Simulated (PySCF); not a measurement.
# A small calculation by hand: chemical shift, span and skew from a shielding tensor

C₈H₆SSe, SMILES [se]1cccc1-c1cccs1. Atoms are numbered in the order given.

```xyz
16

C     -1.2780     3.0430     0.0000
C     -0.0115     3.5657     0.0000
S      1.1838     2.3337     0.0000
C     -0.0138     1.0759     0.0000
C      0.3788    -0.3167     0.0000
C      1.6492    -0.8453     0.0000
C      1.7198    -2.2667     0.0000
C      0.5095    -2.9002     0.0000
Se    -0.8949    -1.6915     0.0000
C     -1.2806     1.6242     0.0000
H     -2.1805     3.6552     0.0000
H      0.2866     4.6132     0.0000
H      2.5382    -0.2100     0.0000
H      2.6665    -2.8106     0.0000
H      0.3211    -3.9731     0.0000
H     -2.1883     1.0178     0.0000
```
Charge 0, spin multiplicity 1.

Coordinates come from a PBE0-D3(BJ)/def2-SVP optimisation. The values are those of a single conformer.

GIAO shieldings from PySCF with B3LYP/pcSseg-1, non-relativistic, no solvent. The symmetric part of the tensor of C10 has the principal values -21.3, 43.7, 133.5 ppm. The same nucleus in TMS has σ = 181.3 ppm at this level (PySCF, at its B3LYP-D3(BJ)/def2-TZVP geometry).

Question: Work out the isotropic shielding, the ¹³C shift against TMS, the span and the skew.

Answer: 
σ(iso) = (σ11 + σ22 + σ33)/3 = 52.0 ppm. δ = σ(ref) − σ(iso) = 181.3 − (52.0) = 129.3 ppm.
Span Ω = σ33 − σ11 = 154.8 ppm. Skew κ = 3(σ(iso) − σ22)/Ω = 0.16. Tumbling in solution averages the tensor to δ; in a static solid the shielding alone would spread this spin-1/2 line over Ω.
